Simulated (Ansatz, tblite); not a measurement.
Removing and adding an electron: AlCl3. The state is a singlet with charge 0. Geometry: PBE-D4/def2-TZVP. Ansatz, gas phase; energy differences of separate SCF runs; the oxidised species was run as a doublet alone; the reduced species was run as a doublet alone.

```xyz
4

Al    0.000    0.000    0.000
Cl    1.240   -1.263   -1.102
Cl    0.091    2.062   -0.290
Cl   -1.330   -0.799    1.392
```

The xTB rows come from tblite. Correlated methods freeze 20 core orbitals. In CCSD on the charge 1 doublet the largest single amplitude is 0.40, so its Hartree–Fock determinant may place the open shell otherwise than the density functionals do.

```json
{"level": "GFN2-xTB", "−HOMO (eV)": "12.06", "vertical IE (eV)": "14.87", "−LUMO (eV)": "7.79", "vertical EA (eV)": "5.17", "HOMO–LUMO gap (eV)": "4.27", "IE − EA (eV)": "9.69", "remarks": "–"}
{"level": "PBE-D4/def2-TZVPD", "−HOMO (eV)": "8.02", "vertical IE (eV)": "–", "−LUMO (eV)": "2.40", "vertical EA (eV)": "0.37", "HOMO–LUMO gap (eV)": "5.62", "IE − EA (eV)": "–", "remarks": "HOMO above zero (-1 doublet)"}
{"level": "r2SCAN-D4/def2-TZVP", "−HOMO (eV)": "8.34", "vertical IE (eV)": "11.14", "−LUMO (eV)": "1.80", "vertical EA (eV)": "–", "HOMO–LUMO gap (eV)": "6.53", "IE − EA (eV)": "–", "remarks": "–"}
{"level": "PBE0-D4/def2-TZVP", "−HOMO (eV)": "9.39", "vertical IE (eV)": "11.43", "−LUMO (eV)": "1.39", "vertical EA (eV)": "–", "HOMO–LUMO gap (eV)": "8.00", "IE − EA (eV)": "–", "remarks": "–"}
{"level": "CCSD(T)/def2-TZVPP", "−HOMO (eV)": "–", "vertical IE (eV)": "12.02", "−LUMO (eV)": "–", "vertical EA (eV)": "–", "HOMO–LUMO gap (eV)": "–", "IE − EA (eV)": "–", "remarks": "large T1 (0.062) (+1 doublet)"}
```

Question: Estimate the rows for GFN1-xTB, PBE-D4/def2-TZVP, r2SCAN-D4/def2-TZVPD, PBE0-D4/def2-TZVPD, CCSD/def2-TZVPP.

Answer: 
| level | −HOMO (eV) | vertical IE (eV) | −LUMO (eV) | vertical EA (eV) | HOMO–LUMO gap (eV) | IE − EA (eV) | remarks |
| --- | --- | --- | --- | --- | --- | --- | --- |
| GFN1-xTB | 13.10 | 15.54 | 8.06 | 5.46 | 5.05 | 10.08 | – |
| PBE-D4/def2-TZVP | 7.96 | 10.85 | 2.24 | – | 5.72 | – | – |
| r2SCAN-D4/def2-TZVPD | 8.37 | – | 1.92 | 0.18 | 6.44 | – | HOMO above zero (-1 doublet) |
| PBE0-D4/def2-TZVPD | 9.42 | – | 1.59 | 0.25 | 7.83 | – | HOMO above zero (-1 doublet) |
| CCSD/def2-TZVPP | – | 12.09 | – | – | – | – | large T1 (0.062) (+1 doublet) |

Run but left out: HF/def2-TZVPP, MP2/def2-TZVPP (charge +1 doublet: a determinant that CCSD turns far, T1 0.062).   A HOMO above zero means that the electron is unbound at that level or that self-interaction error raises the level; the energy of removing that electron tells which. Raw xTB energy differences between charge states are shifted by several eV; the methods need an empirical correction for them.
